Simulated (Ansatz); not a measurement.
N-butylpyridinium iodide, `CCCC[n+]1ccccc1.[I-]` was relaxed with PBE0-D4 (def2-SVP) in Ansatz in these states: charge -1 doublet, neutral singlet. The geometries follow in no particular order.

In the def2 sets I takes a core potential; there is no spin–orbit coupling.

A:

```xyz
25

C     1.635    0.940   -3.337
C     1.866    0.222   -2.017
C     0.599    0.112   -1.180
C     0.846   -0.629    0.126
N    -0.301   -0.589    1.035
C    -0.232    0.163    2.166
C    -1.321    0.139    3.066
C    -2.485   -0.497    2.719
C    -2.577   -1.137    1.458
C    -1.474   -1.162    0.651
H     0.895    0.410   -3.958
H     2.565    1.017   -3.920
H     1.257    1.961   -3.169
H     2.281   -0.785   -2.206
H     2.631    0.764   -1.433
H    -0.185   -0.404   -1.763
H     0.217    1.117   -0.935
H     1.107   -1.685   -0.054
H     1.688   -0.166    0.659
H     0.762    0.465    2.483
H    -1.213    0.671    4.012
H    -3.335   -0.505    3.403
H    -3.495   -1.625    1.131
H    -1.465   -1.661   -0.319
I    -0.264    2.866    1.384
```

B:

```xyz
25

C     0.7771    3.1825    1.7968
C     0.4128    1.7188    1.9831
C     0.3743    0.9446    0.6753
C    -0.0771   -0.4960    0.8755
N    -0.1394   -1.2575   -0.3522
C    -1.2771   -1.1909   -1.1476
C    -1.3035   -1.7716   -2.3819
C    -0.1641   -2.4508   -2.9076
C     0.9929   -2.4685   -2.0938
C     0.9984   -1.8761   -0.8593
H     1.7619    3.3019    1.3119
H     0.8100    3.7202    2.7581
H     0.0274    3.6834    1.1634
H     1.1239    1.2378    2.6821
H    -0.5901    1.6511    2.4404
H     1.3612    0.9646    0.1746
H    -0.3524    1.4274   -0.0007
H     0.5992   -1.0224    1.5730
H    -1.0857   -0.4766    1.3233
H    -2.1196   -0.6428   -0.7088
H    -2.2286   -1.6984   -2.9592
H    -0.1763   -2.9123   -3.8956
H     1.9092   -2.9602   -2.4327
H     1.8695   -1.8730   -0.2018
I    -3.5039    1.2647    1.1838
```

Question: Judge from the bond lengths which geometry belongs to which state (an estimate).

Answer: A is the neutral singlet (C7–C8 1.370 Å, C6–C7 1.413 Å, N5–C6 1.360 Å); B is the charge -1 doublet (C7–C8 1.427 Å, C6–C7 1.364 Å, N5–C6 1.390 Å).

The charge -1 doublet has come apart into loosely held pieces.
